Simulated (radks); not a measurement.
Task: The potassium ion K16+, [He] 2s1. All-electron calculation, non-relativistic Kohn-Sham, PBE, spin-polarised, spherical densities, point nucleus. Program: a radial shooting solver on a logarithmic mesh with Libxc functionals. Every spin shell is full or empty, so the densities are truly spherical. Functionals are evaluated on that one density, not self-consistently. Rank these orbital-free kinetic functionals by their error against the exact value of the orbitals, and give that value: Thomas-Fermi, von Weizsacker, TF + vW, APBEK, Pearson, LKT, DePristo-Kress, Ernzerhof.

Result: Exact: 386.864 hartree. From best to worst, with 100 (|E| - |E exact|)/|E exact| (equal figures are ties): APBEK +0.13, DePristo-Kress -0.16, Ernzerhof +3.18, Pearson -4.07, von Weizsacker -7.19, Thomas-Fermi -9.94, LKT +54.67, TF + vW +82.86.
